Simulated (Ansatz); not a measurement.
Diatomic NaB+, multiplicity 2 (lowest of 2S+1 = 2, 4 at CCSD(T)/def2-TZVPP on PBE0 minima; our sources give no spin for the ground state, which may be another).

The constants come from a fifth-degree fit in 1/R (seven points, main isotopes). Runs in def2 and cc sets follow the lowest solution found near the PBE0 minimum.

Programs: Ansatz (a program for electronic structure). Values without a source in brackets are computed.

Energies at BHLYP/def2-TZVPP:

| R (Å) | E (hartree) |
|---|---|
| 2.659841 | -186.75021939 |
| 2.731342 | -186.75074935 |
| 2.797123 | -186.75094659 |
| 2.871484 | -186.75090491 |
| 2.945845 | -186.75064373 |
| 3.031647 | -186.75013607 |
| 3.131748 | -186.74934311 |

**Question.** With a reduced mass of 7.4444 u, find the minimum, the force constant and the constants.

**Answer.** A fifth-degree polynomial in 1/R puts the minimum at r_e = 2.8214 Å with force constant 20.5 N/m. Then ω_e = (1/2πc)√(k/μ) = 216 cm⁻¹ and B_e = h/(8π²cμr_e²) = 0.2845 cm⁻¹; the cubic and quartic terms give α_e = 0.0050 and ω_e x_e = 2.6 cm⁻¹.
